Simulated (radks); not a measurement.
Question: The strontium ion Sr+, 37 electrons, occupied as [Kr] 5p1 (not the ground configuration). Method: scalar-relativistic Kohn-Sham, r2SCAN, spin-polarised, spherical densities, finite nucleus; open shells are filled with parallel spins first (spin-orbit coupling, left out, can overturn this in heavy ions); meta-GGA in the generalised Kohn-Sham scheme; Fermi nuclear charge, rms radius 4.224 fm; computed with a radial shooting solver on a logarithmic mesh with Libxc functionals. Some entries of the table are withheld. Estimate them.

| orbital | occ. | eigenvalue (Ry) | <r^2> (bohr^2) |
|---|---|---|---|
| 1s up | 1 | -1174.770 | 0.002068 |
| 1s down | 1 | -1174.769 | 0.002068 |
| 2s up | 1 | -160.3486 | 0.03502 |
| 2s down | 1 | -160.3484 | 0.03502 |
| 2p up | 3 | -142.3720 | 0.02766 |
| 2p down | 3 | -142.3713 | 0.02766 |
| 3s up | 1 | -25.63770 | 0.2765 |
| 3s down | 1 | -25.63683 | 0.2765 |
| 3p up | 3 | -19.77083 | 0.2891 |
| 3p down | 3 | -19.76974 | 0.2891 |
| 3d up | 5 | -10.12139 | 0.3026 |
| 3d down | 5 | -10.12006 | 0.3026 |
| 4s up | 1 | -3.66162 | 2.090 |
| 4s down | 1 | -3.65752 | 2.099 |
| 4p up | 3 | (1) | 2.768 |
| 4p down | 3 | (2) | 2.760 |
| 5p up | 1 | -0.45720 | 26.65 |

Answer: 
(1) 4p up eigenvalue (Ry): -2.28061
(2) 4p down eigenvalue (Ry): -2.27713
